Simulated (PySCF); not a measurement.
Sn (tin, neutral) across methods

[Kr] 4d10 5s2 5p1 6s1, high-spin 3P determinant (an excited configuration). Computed with PySCF 2.14 in aug-cc-pVQZ-PP with ECP28MDF, with scalar relativity through the core potential.

```tsv
method	E (hartree)	mean ε 5s β (eV)	mean ε 5p α (eV)	mean ε 6s α (eV)	Σ⟨r²⟩ (bohr²)	⟨S²⟩
r2SCAN	-214.1707	-13.376	-6.847	-1.838	93.79	2.005
PBE0	-214.1057	-14.036	-7.488	-2.171	94.30	2.003
LDA	-213.7577	-13.535	-6.532	-1.882	92.20	2.001
wB97X-V	-214.0692	-16.397	-9.500	-2.929	94.92	2.003
PBE	-214.1006	-13.147	-6.489	-1.863	93.52	2.002
UHF	-213.19013	-15.671	-9.910	-2.770	97.58	2.011
M06-2X	-214.0440	-14.353	-8.287	-2.565	91.60	2.007
wB97M-V	-214.0519	-16.233	-9.437	-2.861	93.32	2.003
```

Energies and moments cover only the electrons outside the core potential. The outer electron is Rydberg-like, and this basis confines it to a smaller radius and binds it less than a complete one would.
